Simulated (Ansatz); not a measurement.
```yaml
atoms:
  - { symbol: S, position_ang: [0.0000, 0.0000, -0.0733] }
  - { symbol: H, position_ang: [0.0000, 0.0000, 1.1724] }
```

Basis set: cc-pVDZ (spherical functions). Left uncorrelated: 5 orbitals. Charge 0, multiplicity 2.

Computed with Ansatz (development build ahead of 0.2.0); each method stands on the lowest determinant of its kind that the runs found.

Give the atomization energy at this shape (free ground-state atoms in the same class of orbitals less the molecule, no zero-point energy) of doublet SH by UHF-MP2, UHF.

```tsv
method	atomization energy
UHF-MP2	3.11 eV
UHF	2.36 eV
```

Caution: the shape is not the minimum.
